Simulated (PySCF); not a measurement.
Dipole response of C⁻ (carbon, charge -1)

[He] 2s2 2p3, high-spin 4S determinant. Computed with PySCF 2.14 in aug-cc-pV5Z (7s6p5d4f3g2h, 127 functions), with the non-relativistic Hamiltonian (point nucleus). Coupled (time-dependent) response in atomic units; α is the mean over directions.

```
method  mean α (bohr³)  C₆ (like pair)  S(−4)
   UHF           41.72           298.5   1249
```

S(−4) is the Cauchy moment in α(ω) = α(0) + S(−4) ω² + …

α(iu) at UHF:

| u (hartree) | α(iu) (bohr³) |
| --- | --- |
| 0 | 41.72 |
| 0.0500 | 38.93 |
| 0.100 | 33.14 |
| 0.200 | 22.76 |
| 0.300 | 16.01 |
| 0.500 | 8.903 |
| 0.750 | 5.084 |
| 1.00 | 3.285 |
| 1.50 | 1.698 |
| 2.00 | 1.037 |
| 3.00 | 0.5039 |
| 5.00 | 0.1976 |

A single London oscillator, α(iu) = α/(1 + u²/ω²), gives C₆ = (3/4) ω α². Matching the computed C₆ needs ω = 4 × 298.5 / (3 × 41.72²) = 0.229 hartree.

For an ion, C₆ is the dispersion term alone; charge-induced terms of lower order in 1/R come first.
